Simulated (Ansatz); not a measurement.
Energy profile

The step: ZnH₂O ([OH][ZnH]) + HCl → ZnHClO ([OH][Zn][Cl]) + H₂; bonds formed: Zn1–Cl5, H2–H4; bonds broken: Zn1–H2, H4–Cl5 (atoms numbered as in the saddle structure below).

Zn1  (-0.027, -0.209, 0.355)
H2  (-0.555, 1.117, 1.197)
O3  (0.436, -1.918, 0.225)
H4  (-0.440, 1.553, 0.202)
Cl5  (-0.116, 1.630, -1.316)
H6  (0.701, -2.173, -0.662)
(Å)

Electronic energies by CCSD(T) at an estimated basis limit (MP2 extrapolated from triple and quadruple zeta, plus CCSD(T) − MP2 in triple zeta), on PBE0-D4/def2-TZVP structures; ZnH3ClO, singlet; no counterpoise correction. Computed with Ansatz 0.2.0 (basis: def2-TZVPP and def2-QZVPP); correlated methods freeze the cores. The 3s and 3p shells of Cu and Zn are frozen; filled d shells are correlated. Extrapolation: Hartree–Fock as exp(−7.88 √X), correlation as X^−2.97.

(1) Give the profile in kcal/mol, counted from the separated reactants. (To be estimated.)

T1 diagnostic: at most 0.018.

Results:

(1) By the calculation:
```json
{"point": "separated: ZnH2O (linked as [OH][ZnH]; Zn1, H2, O3, H6; singlet) + HCl (H4, Cl5; singlet)", "kcal/mol": "0.00"}
{"point": "start structure", "kcal/mol": "-2.54"}
{"point": "saddle", "kcal/mol": "10.67"}
{"point": "end structure", "kcal/mol": "-27.63"}
{"point": "separated: ZnHClO (linked as [OH][Zn][Cl]; Zn1, O3, Cl5, H6; singlet) + H2 (H2, H4; singlet)", "kcal/mol": "-25.88"}
```

For scale, one of the runs: CCSD(T)/def2-TZVPP, 179 basis functions (an equivalent command: `ansatz run in.yaml --threads 4`). Hardware: 4 CPU threads, shared host. Wall time 17 s; peak host memory 1.7 GiB.
